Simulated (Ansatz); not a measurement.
Ansatz (an electronic-structure program) input (RPA@PBE/def2-QZVPP):
A basis named .json is the Basis Set Exchange file of that set.

Ansatz 0.2 input:
```yaml
crystal:
  periodic: [false, false, false]
  atoms:
    - {symbol: Lu, position_ang: [0.00101534, -0.00048698, 0.00041153]}
    - {symbol: F, position_ang: [-1.75146815, -1.05049730, 0.08362501]}
    - {symbol: F, position_ang: [0.01051017, 1.88550886, -0.78925551]}
    - {symbol: F, position_ang: [1.73294808, -0.83116979, 0.70238400]}
basis:
  gaussian:
    orbitals: def2-QZVPP.json
hamiltonian:
  xc: pbe
magnetization: {spin_polarized: true, initial_magnetization: 2}
correlation: {method: rpa, electrons: outside_noble_gas}
```

End of the output:

```
2060 factors; integrals over basis functions are off by at most 7.8e-4 eV
mean field: 2.07 GiB planned
mean field evaluation 1: about -41770.1424 eV, gradient 1.3e2 eV
mean field evaluation 2: about -41770.1423 eV, gradient 1.3e2 eV
mean field evaluation 4: about -41782.0707 eV, gradient 1.4e2 eV
mean field evaluation 8: about -41791.5619 eV, gradient 4.5e1 eV
mean field evaluation 16: about -41798.2839 eV, gradient 5.2e0 eV
mean field evaluation 32: about -41798.2203 eV, gradient 5.0e-1 eV
mean field evaluation 64: about -41798.2269 eV, gradient 3.1e-1 eV
mean field evaluation 96: about -41798.2305 eV, gradient 2.6e-1 eV
mean field evaluation 128: about -41798.2308 eV, gradient 1.4e-2 eV
mean field -41798.38482532 eV, -1536.0623103678 hartree, gradient 2.7e-6 eV, S^2 2.002809; 5 other end points of the search recorded, 0 dependent functions left out
23 core orbitals not correlated, not the lowest: weight in the atoms' cores, before any rotation towards them, 0.439 or more for the frozen orbitals, at most 0.421 for the correlated occupied ones
reference -41653.67486960 eV, -1530.7443175829 hartree; 13, 11 occupied and 273, 275 virtual orbitals, 2060 factors
Total energy: -41691.22382185 eV, -1532.1242161267 hartree
```

The spin state was set by rule; other spins were not relaxed.
